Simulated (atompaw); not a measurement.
What one change does to a pseudopotential (O, PAW (atompaw))

atompaw 4.2.0.5 input, output lines left out:

```
O 8
LDA-PW scalarrelativistic loggrid 1500 logderivrange -6 5 276
2 2 0 0 0 0
2 1 2.5
0 0 0
c
v
v
2
1.65 1.20 1.55 1.45
y
-2.9
n
y
-1.85
n
y
0.1
n
custom rrkj gramschmidtortho besselshape
bessel
1.65
1.65
1.65
1.65
1.65
```

All-electron outer shells of the reference configuration (LDA (PW92), scalar-relativistic, ld1.x):

```json
{"shell": "2s", "level (eV)": "-48.38", "outermost node (bohr)": "0.28", "outermost maximum (bohr)": "0.85"}
{"shell": "2p", "level (eV)": "-33.58", "outermost node (bohr)": "–", "outermost maximum (bohr)": "0.76"}
```

Change: wave 2p channel at -1.85 Ry: rc 1.65 bohr becomes 2p channel at 0.39 Ry: rc 1.65 bohr.

Cutoffs: the cutoffs (Ry, on a coarse ladder) from which the occupation-weighted sum of valence levels, in a spherical-Bessel basis at the reference potential, stays within 10 and 1 mRy of its value at 400 Ry; they do not see the model core or the augmentation charge, which bear on the density cutoff.

**Question.** What does the change do?

**Answer.** The potential gets neither clearly harder nor softer (25 Ry and 40 Ry → 25 Ry and 35 Ry); the range in which the p phases agree widens (upper end 2.9 → at the end of the scan); neither file shows a bound ghost.

```tsv
quantity	base	changed
cutoff, loose	25 Ry	25 Ry
cutoff, tight	40 Ry	35 Ry
loose cutoff by channel (10 mRy a level)	s 15 Ry, p 25 Ry	s 15 Ry, p 21 Ry
bound ghosts	none	none
s: phases at 1.66 bohr within 0.05 rad from the reference energy up to (Ry; the scan ends near 5)	to the end of the scan	to the end of the scan
p: phases at 1.66 bohr within 0.05 rad from the reference energy up to (Ry; the scan ends near 5)	2.9	to the end of the scan
d: phases at 1.66 bohr within 0.05 rad from the reference energy up to (Ry; the scan ends near 5)	to the end of the scan	to the end of the scan
lowest overlap eigenvalue by channel	s 0.43, p 1.00, d 1.00	s 0.43, p 0.20, d 1.00
```

 The cutoffs see the waves, projectors and local potential, not the compensation charge or the core.
